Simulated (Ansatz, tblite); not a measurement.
Removing and adding an electron: Ti6O22H20. Charge 0, multiplicity 1. Geometry: PBE-D4/def2-SVP. Ansatz, gas phase; energy differences of separate SCF runs; the oxidised species was run as a doublet alone; the reduced species was run as a doublet alone.

```xyz
48

Ti   -0.915    2.105    1.305
Ti    1.465   -1.944   -0.694
Ti   -0.110   -1.026    2.424
Ti    2.356    0.950    0.695
Ti   -2.306   -1.738   -0.390
Ti   -0.215    1.039   -1.785
O     3.819    1.176    1.743
O     2.948   -0.821    0.033
O     2.697    2.115   -0.576
O     1.101    2.210    1.756
O     2.405   -3.495   -0.607
O    -0.404   -1.605    4.098
O     0.851   -2.309    1.318
O    -0.994    0.530    2.261
O     1.605   -0.157    2.508
O     1.564   -1.670   -2.417
O     0.608    0.158   -0.365
O     0.148    0.077   -3.476
O     1.178    2.082   -2.561
O    -0.207    2.719   -0.468
O    -1.348    3.507    2.345
O    -1.911    1.921   -2.204
O    -0.482   -2.580   -0.868
O    -1.692   -2.040    1.505
O    -3.350   -3.053   -1.023
O    -1.762   -0.519   -1.826
O    -2.456    1.802    0.327
O    -3.453   -0.539    0.215
H     3.845    0.618    2.545
H     3.658   -1.292    0.503
H     2.239    2.160   -1.505
H     1.463    3.112    1.845
H     2.794   -3.798   -1.449
H     0.060   -2.383    4.463
H     0.240   -3.060    1.158
H     1.421    0.705    2.953
H     1.049   -0.958   -2.996
H    -0.658   -0.462   -3.617
H     1.409    1.694   -3.430
H     0.734    2.985   -0.391
H    -2.204    3.962    2.250
H    -1.736    2.867   -2.373
H    -0.560   -2.822   -1.813
H    -2.463   -1.758    2.040
H    -4.322   -2.982   -1.060
H    -2.488    0.083   -2.105
H    -2.426    1.989   -0.675
H    -3.195    0.446    0.384
```

The xTB rows come from tblite. Single mean-field runs in def2-SVP are fitted with def2-universal-jkfit. HOMO above LUMO, or a gap near zero within one spin, warns that the state may not be the lowest or that an electron is smeared out.

```tsv
level	−HOMO (eV)	vertical IE (eV)	−LUMO (eV)	vertical EA (eV)	HOMO–LUMO gap (eV)	IE − EA (eV)	remarks
GFN1-xTB	11.78	13.92	9.02	7.15	2.76	6.77	–
GFN2-xTB	10.30	12.64	7.24	5.34	3.07	7.30	–
PBE-D4/def2-SVP	6.52	–	3.13	1.25	3.39	–	HOMO above zero (-1 doublet), gap within one spin near zero (-1 doublet)
BLYP-D4/def2-SVP	6.36	–	2.99	1.16	3.37	–	HOMO above zero (-1 doublet), gap within one spin near zero (-1 doublet)
PBE0-D4/def2-SVP	8.26	9.62	2.42	1.27	5.84	8.36	–
```

Relaxing the reduced species (PBE-D4/def2-SVP) changes its energy by -0.28 eV at PBE-D4/def2-SVP, so the adiabatic electron affinity to this nearest minimum is 1.53 eV. At PBE0-D4/def2-SVP it is 1.45 eV. The highest occupied level of the relaxed charge -1 doublet lies above zero (up to 0.16 eV). By energy differences its removal costs 1.53 eV (each at its own geometry, to the charge 0 singlet, at PBE-D4/def2-SVP); self-interaction error and the lack of diffuse functions both raise the level. The gap within one spin of the relaxed charge -1 doublet nearly closes, so an electron or hole may be smeared out by delocalisation error.  Run but left out: PBE-D4/def2-SVP, BLYP-D4/def2-SVP (charge +1 doublet: an occupied level 0.00 eV above an empty one).   A HOMO above zero means that the electron is unbound at that level or that self-interaction error raises the level; the energy of removing that electron tells which. Raw xTB energy differences between charge states are shifted by several eV; the methods need an empirical correction for them. Sets without diffuse functions give affinities that are too small.
